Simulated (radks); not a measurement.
The numbers below are computed, except where a source is named.
Question: These are the eigenvalues of the occupied orbitals of an atom or ion with whole-number occupations (Ry). Code: a radial shooting solver on a logarithmic mesh with Libxc functionals. Model: scalar-relativistic Kohn-Sham, exchange-only LDA, spin-polarised, spherical densities, point nucleus.

| orbital | eigenvalue |
|---|---|
| 1s up | -2285.584 |
| 1s down | -2282.728 |
| 2s up | -521.5365 |
| 2s down | -517.1860 |
| 2p up | -496.6761 |

Which element is it, and in what charge state? The configuration may be excited. Open shells, if any, are filled with parallel spins first.

Answer: Z = 49, indium, charge +42: In42+ in [He] 2s2 2p3. The list shows which subshells hold electrons but not how many an open one holds; the 1s level, -1142.8 hartree, gives Z - s = 47.8 by -(Z - s)^2/2, which with screening and relativity narrows Z to a few neighbours, and the depths of the outer levels then fix element, charge and occupations together.
